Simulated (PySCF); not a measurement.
H8FNSi3, SMILES N[SiH2][SiH2][SiH2]F, PBE0/def2-SVP optimised geometry.

```
13

Si    -1.94    -0.91     1.95
F     -2.87    -1.68     3.05
Si     0.21    -1.84     1.87
Si     1.12    -0.74     0.00
N      0.35     0.82     0.00
H     -1.89     0.53     2.37
H     -2.63    -1.03     0.63
H      0.15    -3.32     1.68
H      0.95    -1.54     3.13
H      2.63    -0.74     0.00
H      0.68    -1.44    -1.25
H      0.50     1.44     0.79
H      0.34     1.36    -0.86
```

Density from PBE0/def2-TZVP in PySCF 2.14.0 at that geometry.

Minimum of the electron density along straight lines between bonded atoms, close to the bond critical point (lines longer than 1.1 times the sum of covalent radii, or with two minima, are not listed):

| bond | length / Å | ρ at the minimum / e bohr⁻³ | ∇²ρ there / e bohr⁻⁵ | position (fraction from the first atom) |
|---|---|---|---|---|
| Si1–F2 | 1.635 | 0.127 | 0.86 | 0.42 |
| Si1–Si3 | 2.346 | 0.095 | -0.17 | 0.54 |
| Si3–Si4 | 2.349 | 0.093 | -0.16 | 0.51 |
| Si4–N5 | 1.747 | 0.126 | 0.52 | 0.40 |
| Si1–H6 | 1.493 | 0.122 | 0.14 | 0.49 |
| Si1–H7 | 1.492 | 0.122 | 0.14 | 0.49 |
| Si3–H8 | 1.496 | 0.116 | 0.16 | 0.49 |
| Si3–H9 | 1.498 | 0.116 | 0.16 | 0.49 |
| Si4–H10 | 1.503 | 0.118 | 0.13 | 0.49 |
| Si4–H11 | 1.495 | 0.119 | 0.15 | 0.49 |
| N5–H12 | 1.015 | 0.331 | -1.60 | 0.74 |
| N5–H13 | 1.016 | 0.330 | -1.60 | 0.74 |
